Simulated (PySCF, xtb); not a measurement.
Nb(NH)(F)(NH2)2 (FH5N3Nb), SMILES [NH2][Nb]([F])(=[NH])[NH2], multiplicity 1.

xtb with GFN2-xTB at its own geometry gives an orbital gap of 3.61 eV and a dipole moment of 4.07 D.

Coordinates come from a B3LYP-D3(BJ)/def2-SVP optimisation. The spin state was assumed, not searched. The structure was generated by enumeration; whether it is a known compound was not checked. The def2 effective core potentials stand for the cores of Nb; spin–orbit coupling is left out. One conformer was computed; it need not be the lowest.

Question: What does PBE/def2-TZVP (PySCF) give? (An estimate is asked for; the answer gives what the named calculation found.)

Answer: gap 4.50 eV (levels -6.00 and -1.49 eV), dipole 2.49 D.
